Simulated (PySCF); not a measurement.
PySCF 2.14 output of an unrestricted CAM-B3LYP calculation on a single atom or ion in aug-cc-pwCVDZ-PP with ECP60MDF (6s6p5d3f, 70 functions), with a scalar-relativistic core potential:

```
SCF conv_tol = 1e-09
number electrons alpha = 8  beta = 4
    T. Yanai, D. P. Tew, and N. C. Handy.,  Chem. Phys. Lett. 393, 51 (2004)
cycle= 1 E= -56.6245985588568  delta_E= -0.00353  |g|= 0.0129  |ddm|= 0.743
cycle= 2 E= -56.6247271019767  delta_E= -0.000129  |g|= 0.00316  |ddm|= 0.192
cycle= 3 E= -56.6247382039321  delta_E= -1.11e-05  |g|= 0.00068  |ddm|= 0.0594
cycle= 4 E= -56.6247400749639  delta_E= -1.87e-06  |g|= 0.000133  |ddm|= 0.0285
cycle= 5 E= -56.6247401990908  delta_E= -1.24e-07  |g|= 5.74e-06  |ddm|= 0.00945
cycle= 6 E= -56.624740199208  delta_E= -1.17e-10  |g|= 2.6e-07  |ddm|= 0.000282
converged SCF energy = -56.624740199208  <S^2> = 6.0009923  2S+1 = 5.0003969
```

The run itself started from symmetry-adapted Hartree-Fock orbitals and held the occupation by maximum overlap, on a logarithmic radial grid, so the iterations belong to that start.

Problem. Which element, charge and spin multiplicity is this?

Solution. Ta⁺ (tantalum, charge +1), multiplicity 5; the state was [Xe] 4f14 5d2 6s1 7s1, high-spin 5F determinant (an excited configuration).

Energies and moments cover only the electrons outside the core potential. Spin-orbit coupling, absent here, splits the open shell strongly. The outer electron is Rydberg-like, and this basis confines it to a smaller radius and binds it less than a complete one would.
